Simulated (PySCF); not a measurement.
C2H3BF2. Atoms are numbered in the order given.

```xyz
8

B     -0.0284     0.5187     0.0000
F     -0.7629     1.6217     0.0000
F      1.2881     0.6820     0.0000
C     -0.6730    -0.8896     0.0000
C      0.0710    -2.0073     0.0000
H     -1.7656    -0.9778     0.0000
H     -0.3726    -3.0086     0.0000
H      1.1652    -1.9588     0.0000
```

Geometry: B3LYP-D3(BJ)/def2-SVP. One conformer was computed; it need not be the lowest.

The numbers are results of M06-2X/def2-TZVP (PySCF), not measurements.

Isolated molecule, no solvent.

The total energy comes out as -302.67941 hartree and the point group is Cs. The highest occupied level comes out as -9.84 eV and the lowest empty level is -0.63 eV. The orbital gap is 9.21 eV and the dipole moment comes out as 2.10 D. The quadrupole, principal values (traceless, Buckingham form, about the centre of nuclear charge) comes out as -1.07, -0.27, 1.34 D·Å, the mean static polarisability is 36.6 bohr³ (5.42 Å³) and the polarisability, principal values is 25.1, 35.0, 49.7 bohr³.
